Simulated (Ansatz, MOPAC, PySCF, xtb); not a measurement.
Noncovalent pair: NH3 (SMILES N) (first 4 atoms) with C3H6 (SMILES C=CC); geometry from B3LYP-D3(BJ)/def2-TZVP, rigid monomers moved along the line of their centres of mass till H4···C6 is 4.70 Å.
(charge 0, multiplicity 1):
```xyz
13

N     -0.2111    -0.2086     0.5372
H     -0.7118    -0.8550    -0.0620
H      0.7385    -0.1483     0.1871
H     -0.1655    -0.6235     1.4625
C      0.1886    -0.7190     6.3188
C     -0.4563     0.4083     6.0408
C      0.1886     1.7230     5.7414
H      1.2718    -0.7561     6.3607
H     -0.3403    -1.6415     6.5220
H     -1.5428     0.3947     6.0108
H     -0.1600     2.4951     6.4329
H      1.2754     1.6607     5.8158
H     -0.0719     2.0521     4.7320
```

Interaction energies are E(AB) − E(A) − E(B) at the monomers' geometry in the complex; basis-set methods are counterpoise corrected. Rows marked so take none.

Cores are frozen in the correlated methods. Rows in 3-21G, 6-31G* carry no dispersion term and start afresh at each structure (6-31G* with six Cartesian d functions). The state that PM6 reach isn't checked.

Programs: Ansatz (a program for electronic structure) with Gaussian orbitals; MOPAC for PM6 (differences of heats of formation); PySCF for 3-21G rows, 6-31G* rows, the dispersion terms; xtb for the GFN methods. Each number belongs to the level named beside it.

```csv
level,interaction energy (meV)
PM6,-9.4
GFN1-xTB,-7.3
HF/6-31G*,-9.2
r2SCAN-D4/def2-TZVPPD,-14.3
B3LYP/3-21G (no counterpoise),-9.0
B3LYP/6-31G*,-7.8
B3LYP/6-31G* (no counterpoise),-8.6
MP2/aug-cc-pVDZ,-14.4
CCSD/aug-cc-pVDZ,(withheld)
```

### Question
Fill in the missing entries.

### Answer

- CCSD/aug-cc-pVDZ, interaction energy (meV): -13.1
